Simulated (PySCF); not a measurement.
## Electron correlation in Al (aluminium, neutral)

[Ne] 3s1 3p1 3d1, one real determinant (an excited configuration). All numbers are calculated (PySCF 2.14, scalar relativity by spin-free X2C-1e, in aug-cc-pCVTZ-DK (8s7p5d3f, 75 functions)). Frozen: 1s2; 11 electrons correlated.

```tsv
level	correlation energy (mhartree)
CCSD	-296.19
(T)	-5.62
CCSD(T)	-301.81
```

Diagnostics: T1 = 0.020, D1 = 0.0884, largest double amplitude 0.298.

Is a single reference adequate?

Not fully. The real determinant used has ⟨L²⟩ near 8 against 12 for a pure F term, so it mixes terms. The outer electron is Rydberg-like, and this basis confines it to a smaller radius and binds it less than a complete one would. A double-excitation amplitude exceeds 0.15, a sign of near-degeneracy.

The reference is one real determinant that mixes LS terms of this configuration.
